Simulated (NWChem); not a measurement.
System: BeNH2Cl; SMILES [NH2][Be][Cl]

```xyz
5

Be     0.0006     0.5382     0.0000
Cl     0.0014    -1.2805     0.0000
N     -0.0007     2.0308     0.0000
H     -0.0052     2.6197    -0.8260
H     -0.0052     2.6197     0.8260
```
Atoms are numbered in this order, from 1.

All runs: NWChem. Pople sets run with spherical d functions. STO-3G and 3-21G are far too small for this property and stand as cheap habits. Coordinates come from a PBE0/def2-SVP optimisation. B3LYP is NWChem's, with the RPA form of VWN correlation. Field at 589 nm.

Q: Order these by “anisotropy (bohr³)”, lowest first: B3LYP/def2-SVP; B3LYP/STO-3G; B3LYP/6-31G*; B3LYP/def2-TZVPD.

A: B3LYP/def2-TZVPD (16.4), B3LYP/def2-SVP (20.8), B3LYP/6-31G* (22.0), B3LYP/STO-3G (24.9)
